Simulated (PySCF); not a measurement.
Input for PySCF: R-M06-2X/6-31G* on CH5ClS (a complex), monomers drawn apart or pushed together.

```python
from pyscf import gto, scf, dft, mp
from pyscf.data.elements import chemcore

mol = gto.M(
    atom='''
    S    -0.31625139    0.11783703   -0.45729565
    H    -0.22977986    1.43462952   -0.20979202
    H     0.59313329   -0.17891188    0.48813437
    C    -0.75454549   -0.78393171    3.69278629
    Cl    1.03571076   -0.71605946    3.53153375
    H    -1.18587016   -0.54887307    2.72410021
    H    -1.02634776   -1.78729934    4.00553194
    H    -1.05274268   -0.05449715    4.43940788
    ''',
    basis='6-31g*',
    cart=True,
    charge=0, spin=0, verbose=3, max_memory=1800)
mf = dft.RKS(mol, xc='m062x')
mf.conv_tol = 1e-8
mf.max_cycle = 100
mf.kernel()
if not mf.converged:
    mf = mf.newton().run(mf.mo_coeff, mf.mo_occ)
```

It printed:

```
converged SCF energy = -899.385395551104
```

The run converged.

Cost: around 4 core-seconds (rough).
